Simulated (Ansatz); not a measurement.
Steps of a relaxation of CH4AlFSSi with RKS PBE-D4/def2-SVP.

```sh
$ ansatz run in.yaml --threads 4 --pin off --events-out ev --progress --plain --max-ram 10444MiB
```

```yaml
crystal:
  periodic: [false, false, false]
  atoms:
    - {symbol: F, position_ang: [0.872800, -2.041200, -0.420900]}
    - {symbol: C, position_ang: [0.603400, -0.675300, -0.103800]}
    - {symbol: S, position_ang: [1.980500, 0.123400, 0.724800]}
    - {symbol: Al, position_ang: [-0.251100, 0.405100, -1.460600]}
    - {symbol: Si, position_ang: [-1.038500, -0.386600, 0.697300]}
    - {symbol: H, position_ang: [1.387800, 1.390300, 0.892400]}
    - {symbol: H, position_ang: [-0.192500, 1.660100, -2.423500]}
    - {symbol: H, position_ang: [-2.059700, -1.359900, 0.489100]}
    - {symbol: H, position_ang: [-1.214300, 0.837700, 1.588100]}
basis:
  gaussian: {orbitals: def2-SVP}
hamiltonian: {xc: pbe, dispersion: d4}
relax: {f_tol: 0.03, max_steps: 200}
```

Positions (Å) and forces (eV/Å) along the path, 14 of 14 steps:

```xyz
9
step=1 energy=-29098.3793 eV
F     0.873   -2.041   -0.421    0.186    0.583    0.768
C     0.603   -0.675   -0.104    1.159   -1.621   -1.443
S     1.980    0.123    0.725    1.018    1.051    0.653
Al   -0.251    0.405   -1.461   -0.904    0.724    0.072
Si   -1.038   -0.387    0.697   -1.053    2.088    0.104
H     1.388    1.390    0.892    0.148   -0.984   -0.133
H    -0.193    1.660   -2.424    0.263   -0.052   -0.341
H    -2.060   -1.360    0.489   -0.937   -1.116    0.127
H    -1.214    0.838    1.588    0.121   -0.674    0.192
9
step=2 energy=-29099.0234 eV
F     0.879   -2.019   -0.314   -0.018    0.746    0.113
C     0.612   -0.626   -0.163    0.838   -1.864   -0.307
S     2.024    0.124    0.713    0.185    0.724    0.126
Al   -0.299    0.499   -1.498   -0.417    0.444   -0.191
Si   -1.106   -0.302    0.595   -1.069    1.336    0.113
H     1.364    1.324    0.911    0.226   -0.376    0.101
H    -0.107    1.665   -2.580    0.157   -0.132   -0.097
H    -2.077   -1.434    0.580    0.062   -0.250    0.210
H    -1.201    0.723    1.739    0.036   -0.630   -0.067
9
step=3 energy=-29099.2305 eV
F     0.865   -2.012   -0.291   -0.188    0.903    0.123
C     0.595   -0.627   -0.189    0.076   -1.062   -0.212
S     2.034    0.152    0.669   -0.143    0.300   -0.272
Al   -0.324    0.552   -1.544    0.406    0.045   -0.464
Si   -1.207   -0.172    0.491   -0.459   -0.197    1.412
H     1.363    1.306    0.977    0.044   -0.151    0.176
H    -0.009    1.643   -2.686   -0.034   -0.068    0.094
H    -2.018   -1.480    0.697    0.360    0.566   -0.267
H    -1.210    0.592    1.859   -0.062   -0.336   -0.589
9
step=4 energy=-29099.3859 eV
F     0.854   -2.002   -0.250   -0.105    0.525    0.043
C     0.589   -0.627   -0.208    0.010   -0.975    0.017
S     2.055    0.212    0.550   -0.697    0.869   -0.084
Al   -0.316    0.530   -1.577    0.221    0.075    0.025
Si   -1.192   -0.135    0.529   -0.065    0.050    0.458
H     1.306    1.244    1.120    0.467   -0.591   -0.051
H    -0.009    1.603   -2.730   -0.007   -0.067    0.022
H    -2.003   -1.424    0.643    0.199    0.264   -0.148
H    -1.196    0.554    1.905   -0.022   -0.150   -0.283
9
step=5 energy=-29099.5521 eV
F     0.856   -2.010   -0.207   -0.012    0.244    0.106
C     0.565   -0.656   -0.213   -0.007   -0.638    0.049
S     2.035    0.320    0.389   -1.338    1.084    0.371
Al   -0.299    0.519   -1.582    0.216    0.163    0.327
Si   -1.188   -0.100    0.555    0.251    0.051   -0.217
H     1.287    1.164    1.267    0.875   -0.852   -0.546
H     0.007    1.565   -2.756   -0.008   -0.107   -0.021
H    -1.985   -1.382    0.594   -0.008    0.079   -0.070
H    -1.190    0.532    1.936    0.031   -0.023    0.002
9
step=6 energy=-29099.7681 eV
F     0.878   -2.021   -0.155    0.053    0.193    0.115
C     0.539   -0.689   -0.214    0.061   -0.389    0.072
S     1.961    0.440    0.256   -1.534    0.765    0.677
Al   -0.276    0.530   -1.568    0.331    0.283    0.376
Si   -1.184   -0.085    0.553    0.272   -0.066   -0.219
H     1.322    1.088    1.376    0.865   -0.706   -0.906
H     0.024    1.534   -2.779   -0.029   -0.154   -0.033
H    -2.002   -1.353    0.561   -0.082    0.084   -0.052
H    -1.172    0.509    1.952    0.062   -0.010   -0.030
9
step=7 energy=-29100.0108 eV
F     0.916   -2.036   -0.112    0.096    0.222    0.086
C     0.510   -0.734   -0.208    0.152   -0.176    0.017
S     1.838    0.550    0.150   -1.177    0.248    0.874
Al   -0.223    0.575   -1.521    0.284    0.349    0.276
Si   -1.177   -0.093    0.550    0.118   -0.164   -0.088
H     1.372    1.032    1.431    0.604   -0.381   -1.054
H     0.041    1.501   -2.801   -0.035   -0.180    0.007
H    -2.046   -1.328    0.535   -0.111    0.123   -0.026
H    -1.141    0.487    1.959    0.069   -0.041   -0.092
9
step=8 energy=-29100.1271 eV
F     0.962   -2.005   -0.088    0.044   -0.006   -0.072
C     0.509   -0.726   -0.204    0.144   -0.056    0.232
S     1.824    0.575    0.175   -0.819    0.132    0.308
Al   -0.157    0.709   -1.425    0.121    0.045   -0.187
Si   -1.186   -0.120    0.542    0.300    0.122    0.082
H     1.475    1.034    1.467    0.217   -0.190   -0.576
H    -0.059    1.359   -2.900    0.076   -0.047    0.297
H    -2.155   -1.266    0.445   -0.050    0.014   -0.053
H    -1.124    0.393    1.971   -0.032   -0.014   -0.032
9
step=9 energy=-29100.1137 eV rejected
F     1.025   -2.047   -0.077   -0.017    0.292   -0.036
C     0.487   -0.801   -0.191    0.128   -0.036    0.093
S     1.692    0.636    0.047    0.546   -0.332    1.088
Al   -0.123    0.696   -1.372   -0.735    0.210   -0.656
Si   -1.160   -0.150    0.587   -0.154   -0.129   -0.264
H     1.448    1.089    1.364    0.113    0.034   -0.528
H     0.056    1.386   -2.814   -0.023   -0.082    0.206
H    -2.230   -1.209    0.421    0.104    0.064    0.099
H    -1.106    0.354    2.017    0.039   -0.022   -0.002
9
step=10 energy=-29100.1830 eV
F     0.982   -2.022   -0.083    0.142   -0.075    0.029
C     0.515   -0.750   -0.179   -0.309   -0.048    0.015
S     1.768    0.579    0.126   -0.095    0.181    0.152
Al   -0.152    0.694   -1.407    0.000   -0.001    0.062
Si   -1.171   -0.129    0.558    0.118   -0.008    0.016
H     1.476    1.096    1.393    0.091   -0.117   -0.201
H    -0.012    1.366   -2.836    0.067    0.056   -0.043
H    -2.194   -1.223    0.410    0.001   -0.015    0.005
H    -1.123    0.344    2.000   -0.013    0.028   -0.035
9
step=11 energy=-29100.1898 eV
F     1.003   -2.014   -0.094   -0.068    0.051   -0.006
C     0.486   -0.755   -0.189    0.102   -0.072    0.047
S     1.736    0.593    0.089   -0.112    0.052    0.131
Al   -0.201    0.702   -1.400    0.135    0.019   -0.089
Si   -1.184   -0.146    0.570    0.028   -0.045    0.061
H     1.492    1.082    1.372    0.024   -0.052   -0.156
H     0.084    1.379   -2.814   -0.069    0.020    0.025
H    -2.194   -1.257    0.453   -0.016    0.023   -0.005
H    -1.133    0.371    1.995   -0.022    0.004   -0.008
9
step=12 energy=-29100.1947 eV
F     1.007   -2.025   -0.076    0.000    0.013   -0.004
C     0.498   -0.766   -0.180   -0.010   -0.065    0.016
S     1.741    0.585    0.095    0.037    0.033    0.043
Al   -0.173    0.694   -1.402   -0.023    0.023   -0.029
Si   -1.174   -0.150    0.566   -0.024    0.023   -0.018
H     1.495    1.085    1.367    0.000   -0.005   -0.034
H     0.038    1.400   -2.814    0.001   -0.010    0.022
H    -2.201   -1.244    0.437    0.009    0.002    0.005
H    -1.144    0.375    1.989    0.010   -0.013   -0.001
9
step=13 energy=-29100.1948 eV
F     1.002   -2.028   -0.072    0.018   -0.027    0.011
C     0.496   -0.770   -0.177   -0.051    0.044   -0.042
S     1.744    0.582    0.093   -0.003    0.020    0.010
Al   -0.172    0.696   -1.401    0.022   -0.023   -0.005
Si   -1.177   -0.147    0.565    0.013   -0.017    0.016
H     1.488    1.097    1.355    0.011   -0.008    0.005
H     0.045    1.403   -2.810   -0.006   -0.003    0.011
H    -2.200   -1.244    0.437    0.001    0.008   -0.003
H    -1.139    0.364    1.993   -0.005    0.007   -0.003
9
step=14 energy=-29100.1950 eV
F     1.005   -2.026   -0.073    0.003   -0.001   -0.001
C     0.496   -0.769   -0.179   -0.008    0.000   -0.004
S     1.743    0.585    0.095    0.004    0.007    0.003
Al   -0.172    0.693   -1.403    0.006   -0.005    0.003
Si   -1.176   -0.147    0.565   -0.001    0.000    0.005
H     1.491    1.091    1.362   -0.003   -0.004   -0.005
H     0.041    1.402   -2.812    0.000    0.000    0.001
H    -2.200   -1.243    0.436    0.000    0.001    0.000
H    -1.140    0.368    1.991    0.000    0.000   -0.002
```

Run time 21 s (4 threads of an Arm Neoverse V1 on a shared host); peak host memory 0.19 GiB.
